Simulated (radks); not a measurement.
The numbers below are computed, except where a source is named.
All-electron atom: Pm11+ in [Kr] 4d10 4f2 5s2.

Level of theory: non-relativistic Kohn-Sham, LDA (Slater exchange, Perdew-Wang correlation), spin-unpolarised, spherical densities, point nucleus; relativity is left out, which matters for an element this heavy (a radial shooting solver on a logarithmic mesh with Libxc functionals).

Energy parts (hartree):
part                       energy
total                  -9618.3885
kinetic                 9614.4604
electron-nucleus      -22451.2770
Hartree                 3425.6336
exchange-correlation    -207.2055

Orbitals (lengths in bohr, moments of r in powers of bohr; r(max) is where P^2 peaks):
orbital  occ.  eigenvalue (hartree)      <r^2>      <r^4>   r(max)      <r>
1s          2             -1570.201  0.0008287  1.733e-06  0.01650  0.02490
2s          2             -253.1835    0.01325  0.0002963  0.09061   0.1063
2p          6             -240.6651   0.009873  0.0001896  0.07056  0.09020
3s          2             -60.67302    0.08694    0.01132   0.2538   0.2762
3p          6             -55.16543    0.08172    0.01046   0.2407   0.2659
3d         10             -44.86748    0.06599   0.007734   0.1928   0.2370
4s          2             -17.37406     0.4297     0.2653   0.5789   0.6178
4p          6             -15.24913     0.4521     0.3006   0.5852   0.6315
4d         10             -11.46772     0.5061     0.4006   0.5938   0.6629
4f          2              -6.85673     0.6498     0.7788   0.5756   0.7396
5s          2              -7.05353      1.818      4.515    1.231    1.279
5p          0              -6.30453      2.022      5.629    1.293    1.347
6s          0              -3.83836      5.464      39.70    2.255    2.218

The highest occupied level is 4f at -186.58 eV. For comparison, the ionisation energy in NIST's Atomic Spectra Database is 202 eV (theoretical). In exact Kohn-Sham theory the highest level is minus the ionisation energy, but local and semilocal functionals leave it too shallow, through self-interaction and a potential that decays too fast; potentials with the right tail come closer. The density falls to 0.001 e/bohr^3 at r = 2.39 bohr. The electron density at the nucleus is 1.61e+05 e/bohr^3. Summed over all electrons, <r^2> = 14.98 bohr^2, which gives a Langevin (diamagnetic) susceptibility term of -11.9 x 10^-6 cm^3/mol. Virial ratio -V/T = 2.00041.

Beside tabulated values, note that spin-unpolarised runs miss the spin-polarisation part of the exchange energy of open shells.
